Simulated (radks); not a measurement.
Neutral iodine is in [Kr] 4d10 5s2 5p5. All-electron calculation, scalar-relativistic Kohn-Sham, r2SCAN, spin-polarised, spherical densities, finite nucleus; meta-GGA in the generalised Kohn-Sham scheme; Fermi nuclear charge, rms radius of each element as measured or else 0.836 A^(1/3) + 0.57 fm. Program: a radial shooting solver on a logarithmic mesh with Libxc functionals. Open shells are filled with parallel spins first. One electron is removed from 4d, 5p, 4p, 5s in turn, with full relaxation. Which removal costs least, and what does each cost?

Answer. 5p 10.652 eV; 5s 21.765 eV; 4d 58.979 eV; 4p 139.14 eV. The 5p electron leaves first.
